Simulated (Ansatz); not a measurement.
Ansatz results at the PBE0-D4/def2-TZVP geometry: HOMO–LUMO gap (B3LYP/def2-TZVPP) 6.51 eV; LUMO energy (B3LYP/def2-TZVPP) 0.21 eV; HOMO–LUMO gap (PBE/def2-TZVPP) 4.78 eV.

Each molecule was computed in one conformer, which needn't be the lowest.

Q: Which molecule gave them?
A. `[CH3][GeH2][F]`
B. `[F][Ge]([F])([F])[SH]`
C. `C[O][Ge]([CH3])([CH3])[O][SiH3]`
D. `C[NH][Ge]([F])([NH]C)[NH]C`

A: D. The others give `C[O][Ge]([CH3])([CH3])[O][SiH3]`: 7.60, 0.03, 5.65; `[F][Ge]([F])([F])[SH]`: 6.85, -1.78, 5.07; `[CH3][GeH2][F]`: 8.98, 0.12, 7.15.

B3LYP here is the variant with VWN-RPA as its local correlation; programs differ in this.
